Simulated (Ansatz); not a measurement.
Geometry optimisation, Ansatz 0.2.0, RKS BHLYP/def2-SVP.

Input file:

```yaml
crystal:
  periodic: [false, false, false]
  atoms:
    - { symbol: C, position_ang: [0.5059, -1.6221, 0.3055] }
    - { symbol: C, position_ang: [1.0156, -0.4743, -0.1963] }
    - { symbol: F, position_ang: [2.3272, -0.4295, -0.4241] }
    - { symbol: Al, position_ang: [0.0129, 1.1366, -0.6228] }
    - { symbol: F, position_ang: [0.7376, 2.5961, -1.2888] }
    - { symbol: Te, position_ang: [-2.64, 1.118, -0.2239] }
    - { symbol: H, position_ang: [1.0962, -2.4421, 0.524] }
    - { symbol: H, position_ang: [-0.5735, -1.6127, 0.4663] }
    - { symbol: H, position_ang: [-2.3933, 1.6837, 1.4429] }
basis:
  gaussian: { orbitals: def2-SVP }
hamiltonian:
  xc: { name: BHLYP }
relax:
  f_tol: 0.02
  max_steps: 50
```

Launched with:

```bash
$ ansatz run input.yaml --threads 2 --pin off --max-ram 3072MiB --backend cpu --events-out ev --progress --plain --runs-dir out
```

Problem. Where does it end, and by what steps?

Solution. The run converged. After 26 steps the energy has fallen by 0.655 eV; H9 moved furthest, 1.38 Å.

```json
{"step": "0", "energy less start (eV)": "0.0000", "largest force component (eV/Å)": "3.532", "accepted": "yes"}
{"step": "1", "energy less start (eV)": "-0.1778", "largest force component (eV/Å)": "2.426", "accepted": "yes"}
{"step": "2", "energy less start (eV)": "-0.4493", "largest force component (eV/Å)": "0.694", "accepted": "yes"}
{"step": "3", "energy less start (eV)": "-0.4648", "largest force component (eV/Å)": "0.379", "accepted": "yes"}
{"step": "4", "energy less start (eV)": "-0.4331", "largest force component (eV/Å)": "0.488", "accepted": "no"}
{"step": "5", "energy less start (eV)": "-0.4744", "largest force component (eV/Å)": "0.339", "accepted": "yes"}
{"step": "6", "energy less start (eV)": "-0.4830", "largest force component (eV/Å)": "0.060", "accepted": "yes"}
{"step": "7", "energy less start (eV)": "-0.4941", "largest force component (eV/Å)": "0.286", "accepted": "yes"}
{"step": "8", "energy less start (eV)": "-0.5051", "largest force component (eV/Å)": "0.764", "accepted": "yes"}
{"step": "9", "energy less start (eV)": "-0.5337", "largest force component (eV/Å)": "0.788", "accepted": "yes"}
{"step": "10", "energy less start (eV)": "-0.5731", "largest force component (eV/Å)": "0.537", "accepted": "yes"}
{"step": "11", "energy less start (eV)": "-0.6153", "largest force component (eV/Å)": "0.249", "accepted": "yes"}
{"step": "12", "energy less start (eV)": "-0.6291", "largest force component (eV/Å)": "0.163", "accepted": "yes"}
{"step": "13", "energy less start (eV)": "-0.6171", "largest force component (eV/Å)": "0.441", "accepted": "no"}
{"step": "14", "energy less start (eV)": "-0.6420", "largest force component (eV/Å)": "0.100", "accepted": "yes"}
{"step": "15", "energy less start (eV)": "-0.6475", "largest force component (eV/Å)": "0.038", "accepted": "yes"}
{"step": "16", "energy less start (eV)": "-0.6475", "largest force component (eV/Å)": "0.101", "accepted": "yes"}
{"step": "17", "energy less start (eV)": "-0.6490", "largest force component (eV/Å)": "0.088", "accepted": "yes"}
{"step": "18", "energy less start (eV)": "-0.6521", "largest force component (eV/Å)": "0.062", "accepted": "yes"}
{"step": "19", "energy less start (eV)": "-0.6530", "largest force component (eV/Å)": "0.060", "accepted": "yes"}
{"step": "20", "energy less start (eV)": "-0.6535", "largest force component (eV/Å)": "0.114", "accepted": "yes"}
{"step": "21", "energy less start (eV)": "-0.6539", "largest force component (eV/Å)": "0.064", "accepted": "yes"}
{"step": "22", "energy less start (eV)": "-0.6544", "largest force component (eV/Å)": "0.039", "accepted": "yes"}
{"step": "23", "energy less start (eV)": "-0.6546", "largest force component (eV/Å)": "0.045", "accepted": "yes"}
{"step": "24", "energy less start (eV)": "-0.6548", "largest force component (eV/Å)": "0.025", "accepted": "yes"}
{"step": "25", "energy less start (eV)": "-0.6548", "largest force component (eV/Å)": "0.022", "accepted": "yes"}
{"step": "26", "energy less start (eV)": "-0.6549", "largest force component (eV/Å)": "0.017", "accepted": "yes"}
```

```xyz
9
Properties=species:S:1:pos:R:3
C 0.449 -1.424 0.468
C 0.949 -0.390 -0.196
F 2.218 -0.470 -0.634
Al 0.017 1.269 -0.622
F 0.788 2.417 -1.525
Te -2.321 1.849 0.090
H 1.046 -2.313 0.658
H -0.569 -1.402 0.839
H -2.490 0.417 0.905
```

Time of the run: 74 s on 2 threads of Intel(R) Xeon(R) 6975P-C (Granite Rapids), on a shared host, peak memory 0.31 GiB.
